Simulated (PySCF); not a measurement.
Scandium: highly charged ions in a basis for the neutral atom

Sc⁸⁺ [Ne] 3s2 3p1, Sc⁹⁺ [Ne] 3s2. All numbers are calculated (PySCF 2.14, the spin-free X2C one-electron Hamiltonian (Gaussian nucleus), in cc-pVDZ-DK). No spin-orbit coupling, so a gap to NIST mixes the basis error with missing relativistic terms.

Changed run: basis of the neutral atom used for a highly charged ion. This setting is unsound on purpose.

| species | method | sound run (hartree) | changed run (hartree) | converged |
| --- | --- | --- | --- | --- |
| Sc⁸⁺ | UHF | not run | -740.71552 | yes |
| Sc⁸⁺ | M06-L | not run | -741.25396 | yes |
| Sc⁸⁺ | PBE0 | not run | -741.08800 | yes |
| Sc⁹⁺ | UHF | not run | -734.23409 | yes |
| Sc⁹⁺ | M06-L | not run | -734.74165 | yes |
| Sc⁹⁺ | PBE0 | not run | -734.56936 | yes |

Ionisation energy of Sc⁸⁺:

```json
{"method": "UHF", "changed run (eV)": "176.37", "NIST (eV)": "180.03 ± 0.12"}
{"method": "M06-L", "changed run (eV)": "177.21", "NIST (eV)": "180.03 ± 0.12"}
{"method": "PBE0", "changed run (eV)": "177.38", "NIST (eV)": "180.03 ± 0.12"}
```

The contracted functions were made for the neutral atom and can be too rigid for a highly charged ion.
